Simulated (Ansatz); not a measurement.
`[NH2][GeH2][CH2]F` + H₂ → `F[CH2][GeH3]` + NH₃ at 298.15 K and 1 bar (hydrogenolysis of a Ge–N bond).

Calculated with Ansatz (gas phase, PBE0-D4/def2-TZVP geometries, no zero-point term in ΔE). CCSD(T)/CBS is the MP2 limit (def2-TZVPP, def2-QZVPP) plus CCSD(T) − MP2 in def2-TZVPP, frozen cores. This one scheme is used for every species. For Ge outer-core shells are correlated without core-valence functions, which leaves a few kJ/mol of doubt a bond. Scalar relativity is left out up to krypton. Each species was taken in one conformer, which may not be the lowest.

```
            species  CCSD(T)/CBS energy (Eh)  H − E (kJ/mol)  S (J/(mol·K))
`[NH2][GeH2][CH2]F`              -2272.26147           206.9          338.3
                 H₂                 -1.17544            35.1          130.4
     `F[CH2][GeH3]`              -2216.93494           154.0          301.6
                NH₃                -56.50880           100.5          192.4
```

H − E and S are ideal-gas, rigid-rotor, harmonic terms from PBE0-D4/def2-TZVP, for one conformer and one mirror image of each species. The MP2-based limit puts H₂ 0.8 mEh under its directly extrapolated value; such offsets cancel only in part. 1 Eh = 2625.50 kJ/mol, R = 8.31446 J/(mol·K).

Q: By hand: ΔE, ΔH, ΔS and ΔG.

A: ΔE = (-2216.93494) + (-56.50880) − (-2272.26147) − (-1.17544) = -0.00683 Eh = -17.9 kJ/mol. Δ(H − E) = 154.0 + 100.5 − 206.9 − 35.1 = 12.5, so ΔH = -5.4 kJ/mol. ΔS = 301.6 + 192.4 − 338.3 − 130.4 = 25.3 J/(mol·K). ΔG = -5.4 − 298.15 × (25.3)/1000 = -12.9 kJ/mol.

Q: By hand: the equilibrium constant, and the temperature at which ΔG would vanish if ΔH and ΔS stayed fixed.

A: log₁₀ K = −ΔG/(RT ln 10) = 2.3. ΔH and −TΔS have one sign here, so there is no such temperature.

TΔS isn't small against ΔH here. A doubt of 5 kJ/mol in ΔE shifts log₁₀ K by 0.9 here. Other conformers and mirror images would add mixing entropy, several J/(mol·K) or more a flexible species. These are equilibria of isolated gas molecules and say nothing of rates. Largest T1 diagnostic: 0.011 (customary marks: 0.02 for closed shells, 0.045 for open ones).
